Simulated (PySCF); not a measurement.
Cl₂H₃HfOSi, SMILES [Cl][Hf+]([O][SiH3])[Cl], charge +1, multiplicity 1. Atoms are numbered in the order given.

```xyz
8

Hf    -0.3717     0.3902     0.0000
Cl    -1.1616    -0.6895     1.8696
Cl    -1.1616    -0.6895    -1.8696
O      1.4745     0.1927     0.0000
Si     3.1388    -0.3439     0.0000
H      3.2929    -1.1404    -1.2376
H      3.2929    -1.1404     1.2376
H      3.9328     0.9050     0.0000
```
Charge +1, spin multiplicity 1.

Geometry: B3LYP-D3(BJ)/def2-SVP. The multiplicity is an assumed one; no other spin state was optimised. The isomer is the one that the SMILES or the coordinates give; other isomers of the formula were not compared. The def2 effective core potentials stand for the cores of Hf; spin–orbit coupling is left out. Other conformers were not sampled.

These are PBE/def2-TZVP in PySCF values and carry that method's errors.

ESP charges are fitted to the potential on shells at 1.4 to 2.0 van der Waals radii. Atomic charges (e):

| atom | Löwdin | Mulliken | ESP fit |
|---|---|---|---|
| Hf1 | (withheld) | 1.36 | 1.59 |
| Cl2 | (withheld) | -0.14 | -0.21 |
| Cl3 | (withheld) | -0.14 | -0.21 |
| O4 | (withheld) | -0.44 | -0.57 |
| Si5 | 0.27 | 0.26 | 0.39 |
| H6 | -0.01 | 0.04 | -0.01 |
| H7 | -0.01 | 0.04 | -0.01 |
| H8 | -0.01 | 0.04 | 0.04 |

Q: Some entries are withheld; supply them. (Estimate from the structure and the level; the computed values follow.)

A: 
- Hf1, Löwdin: 0.40
- Cl2, Löwdin: 0.23
- Cl3, Löwdin: 0.23
- O4, Löwdin: -0.10
